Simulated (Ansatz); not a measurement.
Reaction (ligand exchange at the Si–N bond): `O[SiH2][NH][GeH2][OH]` + `N[Si](O)(F)F` → `O[SiH2]N[Si](O)(F)F` + `[NH2][GeH2][OH]`

Program: Ansatz. Geometries: PBE0-D4/def2-TZVP. ΔE: electronic, gas phase. CBS: MP2 limit from def2 TZ/QZ plus the TZ coupled-cluster correction, frozen cores. Functionals use def2-TZVPP. For Ge outer-core shells are correlated without core-valence functions, which leaves a few kJ/mol of doubt a bond. Scalar relativity is left out up to krypton. Each species was taken in one conformer, which may not be the lowest.

`O[SiH2][NH][GeH2][OH]`:

Z-matrix (Å, degrees):
```
Si
N 1 1.729
O 1 1.638 2 108.4
H 1 1.484 2 113.5 3 -116.5
H 1 1.490 2 106.8 3 123.6
Ge 2 1.816 1 123.7 3 16.7
H 2 1.009 1 117.3 3 -138.1
H 3 0.968 1 114.5 2 30.2
O 6 1.800 2 104.2 1 -50.0
H 6 1.537 2 109.3 1 -167.5
H 6 1.537 2 112.5 1 65.8
H 9 0.960 6 113.5 2 159.2
```

`N[Si](O)(F)F`:

Cartesian coordinates in Å:
```
N -0.391 -0.771 -0.829
Si 0.237 0.497 0.088
O 0.399 0.106 1.650
F 1.677 0.994 -0.335
F -0.732 1.729 -0.142
H 0.033 -1.683 -0.817
H -0.863 -0.587 -1.699
H -0.360 -0.285 2.084
```

`O[SiH2]N[Si](O)(F)F`:

```xyz
12

O    -0.667   -0.119    1.929
Si    0.862   -0.410    1.432
N     0.912   -0.245   -0.299
Si   -0.226    0.430   -1.337
O    -1.718    0.052   -0.805
F    -0.158    2.007   -1.475
F     0.033   -0.118   -2.799
H    -1.366   -0.342    1.305
H     1.723    0.575    2.128
H     1.344   -1.782    1.745
H     1.705   -0.672   -0.759
H    -2.443    0.624   -1.067
```

`[NH2][GeH2][OH]`:

Z-matrix (Å, degrees):
```
Ge
O 1 1.780
N 1 1.819 2 104.8
H 1 1.538 2 111.2 3 -115.1
H 1 1.549 2 106.5 3 123.0
H 2 0.959 1 112.2 3 -147.4
H 3 1.009 1 115.8 2 -150.0
H 3 1.009 1 117.0 2 77.3
```

(1) Is it downhill or uphill in electronic energy at CCSD(T)/CBS, and by how much? (Estimate.)

(2) What do these levels give: PBE-D4, PBE0-D4, ωB97X-V, HF/def2-TZVPP, SCS-MP2/def2-TZVPP, MP2/CBS(def2)? (Estimate.)

Largest T1 diagnostic among the species: 0.012.

Results:

(1) Computed: Uphill: ΔE = +13.4 kJ/mol.

(2) Computed: PBE-D4 11.8, PBE0-D4 11.7, ωB97X-V 12.1, HF/def2-TZVPP 8.8, SCS-MP2/def2-TZVPP 13.1, MP2/CBS(def2) 14.3 kJ/mol.

In def2-TZVPP, CCSD(T) changes the Hartree–Fock value by +4.7 kJ/mol (the triples alone add +0.8 kJ/mol) and MP2 by +5.7 kJ/mol.
